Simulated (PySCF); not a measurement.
C₃H₈O₂Si.
Numbering: `[CH3:1]/[CH:2]=[CH:3]\[O:4][SiH2:5][OH:6]` (hydrogens: H7, H8, H9 on C1; H10 on C2; H11 on C3; H12, H13 on Si5; H14 on O6)

Computed by this run: PySCF 2.14.0, PBE0-D3(BJ)/def2-SVP geometry optimisation, gas phase; density fitting, grid level 1; the optimiser is geomeTRIC in internal coordinates, started from a GFN2-xTB structure with every atom displaced at random (about 0.01 Å).

Step 13: E = -15195.1592 eV
```
atom  x, y, z in Å  |  force x, y, z in eV/Å
C1     -2.3526   -0.2425   -0.2907   -0.019  -0.040  -0.067
C2     -1.5722    0.8513    0.3496    0.036   0.107   0.093
C3     -0.2389    0.9059    0.4256   -0.081   0.101   0.043
O4      0.5573   -0.0489   -0.0999   -0.268  -0.200  -0.120
Si5     2.1890   -0.2163   -0.2568    0.343   0.093  -0.082
O6      2.6926   -1.4995    0.6487    0.081  -0.018   0.147
H7     -2.9944   -0.7598    0.4423    0.017  -0.019   0.005
H8     -3.0268    0.1517   -1.0691    0.006  -0.008  -0.025
H9     -1.6844   -0.9837   -0.7522   -0.043   0.008   0.024
H10    -2.1187    1.6824    0.8068    0.027  -0.018   0.012
H11     0.2737    1.7408    0.9201    0.023   0.003  -0.003
H12     2.4970   -0.4625   -1.6959   -0.009  -0.014   0.036
H13     2.8226    1.0432    0.2321   -0.030  -0.026   0.016
H14     3.1770   -2.2207    0.2408   -0.084   0.031  -0.078
```

Step 14: E = -15195.1764 eV
```
atom  x, y, z in Å  |  force x, y, z in eV/Å
C1     -2.2759   -0.2653   -0.3405    0.020  -0.077  -0.141
C2     -1.5364    0.7664    0.4330    0.027   0.220   0.195
C3     -0.2104    0.9389    0.4528   -0.092   0.148   0.072
O4      0.6314    0.1939   -0.2871   -0.745  -0.392  -0.267
Si5     2.2258   -0.1626   -0.3566    0.824   0.017  -0.145
O6      2.7476   -1.3056    0.7165   -0.023   0.126   0.248
H7     -2.7751   -0.9876    0.3279    0.052  -0.039   0.000
H8     -3.0783    0.1927   -0.9419    0.037  -0.005  -0.054
H9     -1.5995   -0.8140   -1.0148   -0.091   0.005   0.067
H10    -2.1211    1.4616    1.0455    0.064  -0.041   0.029
H11     0.2571    1.7294    1.0526    0.006   0.012   0.030
H12     2.4692   -0.6652   -1.7388   -0.113   0.098   0.008
H13     2.9695    1.0892   -0.0455    0.097  -0.109   0.055
H14     2.5172   -2.2304    0.5983   -0.063   0.039  -0.096
```

**Question.** Estimate the geometry and energy of step 15. (The exact step hangs on the optimiser's Hessian estimate; all steps are aligned on step 14, rigid shifts and turns removed.)

**Answer.** E = -15195.2034 eV, largest force 0.561 eV/Å
```
atom  x, y, z in Å  |  force x, y, z in eV/Å
C1     -2.3300   -0.2459   -0.3205    0.009  -0.036  -0.054
C2     -1.5509    0.7964    0.4040    0.009   0.102   0.070
C3     -0.2188    0.9006    0.4232    0.024   0.065   0.064
O4      0.5919    0.0541   -0.2480   -0.475  -0.190  -0.230
Si5     2.2209   -0.1764   -0.3142    0.470   0.057  -0.004
O6      2.7336   -1.3391    0.7429    0.102   0.026   0.068
H7     -2.8859   -0.8922    0.3802    0.030  -0.021   0.002
H8     -3.0851    0.2106   -0.9817    0.022  -0.004  -0.031
H9     -1.6694   -0.8797   -0.9302   -0.047   0.006   0.037
H10    -2.1018    1.5519    0.9733    0.028  -0.019   0.016
H11     0.2866    1.6992    0.9811   -0.002   0.007   0.012
H12     2.5357   -0.5928   -1.7098   -0.071   0.011   0.025
H13     2.8860    1.1013    0.0655   -0.010  -0.051   0.045
H14     2.8082   -2.2466    0.4357   -0.088   0.046  -0.020
```

The energy changes by -0.0269 eV. The first-order estimate −F·Δx gives -0.0444 eV and the mean of the old and new forces, exact on a quadratic surface, -0.0242 eV. The step makes an angle of 86° with the force vector and moves no atom by more than 0.334 Å.

What follows is the cost of the whole optimisation. The run took 2.7 min on one thread of an Arm Neoverse V1, shared host with 64 logical CPUs at a one-minute load of 39, and the process peaked at 0.53 GiB of memory.
